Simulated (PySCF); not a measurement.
Input of a run (PBE0-D3(BJ)/def2-SVP geometry optimisation, gas phase (PySCF 2.14.0)), started from GFN2-xTB:
```
{"job": {"xc": "PBE0", "basis": "def2-SVP", "d3": "d3bj", "grid": 1, "shake": 0.01, "kind": "geom"}, "charge": 0, "multiplicity": 1}
C      3.270460    -0.217540    -0.281520
C      2.431970     0.391660     0.863160
O      1.133250     0.822700     0.461060
C      0.187130    -0.083350     0.301720
C      0.243260    -1.454420     0.521900
C     -0.863530    -2.266130     0.358050
C     -2.054320    -1.739220    -0.039250
C     -2.158480    -0.368050    -0.285510
C     -1.083250     0.464340    -0.096920
O     -1.083720     1.803970    -0.316900
C     -2.282120     2.413950    -0.739530
H      2.779690    -1.083210    -0.677590
H      4.218090    -0.438870     0.054380
H      3.316460     0.541470    -1.079010
H      2.366480    -0.325410     1.699090
H      2.923930     1.319720     1.237040
H      1.178160    -1.879020     0.849390
H     -0.773010    -3.324750     0.549120
H     -2.930140    -2.378430    -0.167710
H     -3.149170     0.035060    -0.589720
H     -3.090030     2.299060    -0.019150
H     -2.030590     3.454580    -0.863570
H     -2.602870     2.035420    -1.735690
```

Output (energies in Eh, forces in Eh/bohr):
```
step   0  E = -499.67549294  max force = 0.059249
step   1  E = -499.68195664  max force = 0.020278
step   2  E = -499.68295664  max force = 0.009621
step   3  E = -499.68432777  max force = 0.005737
step   4  E = -499.68522508  max force = 0.001050
step   5  E = -499.68524963  max force = 0.000576
step   6  E = -499.68526322  max force = 0.000444
optimisation converged
```

Problem. Summarise the run.

Solution. The energy falls by 25.7 kJ/mol over 7 energy and gradient evaluations, the largest force component goes from 0.0592 to 4.4e-04 Eh/bohr, and the atoms move by 0.028 Å rms after alignment. The bond that changes most is C1–H13 (methyl carbon to methyl hydrogen), which lengthens by 0.071 Å. Bonds longer at the end by more than 0.005 Å: 10 of 23; shorter: 8. Among the angles that change most is H12–C1–H13, from 111.6° to 108.2°. The energy never rose by more than 1e-6 Eh on the way. The first step brought 66 % of the lowering.

Problem. What are the final bond lengths?

Solution. C1–C2 1.516 Å, C2–O3 1.408 Å, O3–C4 1.347 Å, C4–C5 1.393 Å, C5–C6 1.400 Å, C6–C7 1.385 Å, C7–C8 1.400 Å, C8–C9 1.392 Å, C9–O10 1.347 Å, O10–C11 1.397 Å, C4–C9 1.419 Å, C1–H12 1.100 Å, C1–H13 1.101 Å, C1–H14 1.100 Å, C2–H15 1.105 Å, C2–H16 1.100 Å, C5–H17 1.090 Å, C6–H18 1.092 Å, C7–H19 1.092 Å, C8–H20 1.090 Å, C11–H21 1.105 Å, C11–H22 1.098 Å, C11–H23 1.105 Å. Numbering counts from 1 in the input's order; the species is 1-ethoxy-2-methoxybenzene (`c1c(OC)c(OCC)ccc1`).

The run used 214 basis functions and 53 SCF cycles in all. Hardware: Arm Neoverse N1, one thread, no GPU, shared host with 64 logical CPUs at a one-minute load of 61. Cost: 5.8 min, 0.98 GiB resident at most.

Whether it is a minimum is left open (no frequencies). One conformer, not necessarily the lowest.

Shape of the structure used: `[CH3:1][CH2:2][O:3][c:4]1[cH:5][cH:6][cH:7][cH:8][c:9]1[O:10][CH3:11]`: C1–C2–O3–C4 80°, C2–O3–C4–C5 2°, C8–C9–O10–C11 -1°.
